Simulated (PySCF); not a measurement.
Molecule: `CO[SiH]1C[SiH2]C1`, C3H10OSi2.

Bonds (- single, = double, # triple, : aromatic): C1-O2, O2-Si3, Si3-C4, C4-Si5, Si5-C6, C6-Si3. C1 carries H7, H8, H9; Si3 carries H10; C4 carries H11, H12; Si5 carries H13, H14; C6 carries H15, H16. H11, H13, H15 are cis to O2 on the ring; H12, H14, H16 are trans to O2 on the ring.

Frames of a GFN2-xTB Langevin trajectory at 300 K; GIAO PBE0/pcSseg-1 shieldings in PySCF, gas phase, non-relativistic; equivalent atoms averaged within each frame.

References, each an isolated molecule treated in the same way: 13C (186.93 ppm) and 29Si (349.16 ppm) and 1H (31.72 ppm) against TMS; H2O for 17O (336.08 ppm). The references are static minima.

How do the shifts (ppm) fluctuate along the trajectory?

Results:


```tsv
time (fs)	C1	C4/C6	O2	Si3	Si5	H10	H14	H13	H7/H8/H9	H12/H16
optimised geometry	52.8	3.5	23.1	5.7	-44.0	5.63	4.68	4.73	3.86	0.52
250	56.0	3.8	19.6	7.2	-43.3	5.70	4.82	4.59	3.85	1.27
425	49.3	8.3	29.6	-5.1	-60.0	5.94	4.82	4.66	3.60	0.40
625	46.9	15.2	21.4	2.7	-45.6	6.08	5.22	5.32	3.44	1.14
800	59.0	4.3	16.5	-3.1	-31.1	5.62	4.72	6.51	5.22	0.09
1000	55.6	7.2	18.7	7.3	-45.1	6.76	4.15	5.03	4.54	1.04
mean of frames	53.4	7.7	21.2	1.8	-45.0	6.02	4.74	5.22	4.13	0.79
standard deviation	5.1	4.6	5.0	5.7	10.3	0.45	0.39	0.78	0.74	0.52
```

5 frames give an uncertainty of the mean of about the standard deviation over 2.2 at best, since frames this close in time may not be independent; classical motion lacks zero-point vibration, and the reference would need the same averaging.
